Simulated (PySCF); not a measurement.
**Core-level binding energies of GeCl(OMe)3**

GeCl(OMe)3, C3H9ClGeO3.
Bonds: Ge1–Cl2, Ge1–O3, Ge1–O8, Ge1–O13, O3–C4, O8–C9, O13–C14. Hydrogens: H5, H6, H7 on C4; H10, H11, H12 on C9; H15, H16, H17 on C14.

Method: delta-SCF UKS SCAN, pcX-2 on the ionised atom, pcseg-1 elsewhere, spin-free X2C in PySCF. These are vertical core ionisation energies against the vacuum level, from separate self-consistent calculations with and without the core hole.

Problem. Give the core binding energies atom by atom.

Solution. 
```
  atom(s)                 environment     level  binding energy (eV)  2p1/2 (eV)  count
      Cl2       chlorine bonded to Ge  Cl 2p3/2               205.64      207.29      1
C4/C9/C14  carbon bonded to O and 3 H      C 1s               292.42           –      3
O3/O8/O13   oxygen bonded to C and Ge      O 1s               538.13           –      3
      Cl2       chlorine bonded to Ge     Cl 1s              2828.24           –      1
```

Problem. Which effective nuclear charge Zeff reproduces each element's mean 1s value in the hydrogen-like formula E = 13.606 eV × Zeff²?

Solution. C (Z = 6): mean 292.4 eV, Zeff = 4.64, Z − Zeff = 1.36; O (Z = 8): mean 538.1 eV, Zeff = 6.29, Z − Zeff = 1.71; Cl (Z = 17): mean 2828.2 eV, Zeff = 14.42, Z − Zeff = 2.58. Means run over the listed sites, weighted by atom count.

Atoms equivalent by their bonding share one computed value, that of the first of them. The 2p values aren't plain energy differences: one relaxed spin-free 2p hole is combined with a matrix within the shell (ground-state 2p orbital-energy differences and spin–orbit coupling). 2p3/2, the mean of its two sublevels, lies a third of the splitting below the shell's mean and 2p1/2 two thirds above it; the statistical areas are 2:1. 2p1/2 minus 2p3/2 (ligand field included): Cl 1.65 eV. No level of germanium is listed. Geometry: PBE0-D3(BJ)/def2-SVP, one conformer, isolated molecule.
